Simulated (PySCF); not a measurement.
C2H10Si2, SMILES [SiH3]CC[SiH3]. Atoms are numbered in the order given.

```xyz
14

Si     0.0530    -2.3125     0.0000
C     -0.5665    -0.5231     0.0000
C      0.5665     0.5231     0.0000
Si    -0.0530     2.3125     0.0000
H      0.8918    -2.5631    -1.2106
H     -1.0892    -3.2748     0.0000
H      0.8918    -2.5631     1.2106
H     -1.2198    -0.3868    -0.8803
H     -1.2198    -0.3868     0.8803
H      1.2198     0.3868     0.8803
H      1.2198     0.3868    -0.8803
H     -0.8918     2.5631    -1.2106
H      1.0892     3.2748     0.0000
H     -0.8918     2.5631     1.2106
```
Charge 0, spin multiplicity 1.

Geometry optimised at B3LYP-D3(BJ)/def2-SVP. Other conformers were not sampled.

Method: SMD-PBE0/6-31G* (PySCF).

Solvation free energies are E(SMD) − E(gas) at the gas-phase geometry, for 1 M in both phases. In vacuum the dipole moment is 0.00 D.

| solvent | ΔG(solv) (kcal/mol) | its non-electrostatic (CDS) part | dipole (D) |
|---|---|---|---|
| water | 2.7 | 4.0 | 0.00 |
| n-hexane | -1.8 | -1.3 | 0.00 |
| cyclohexanone | -1.1 | 0.1 | 0.00 |
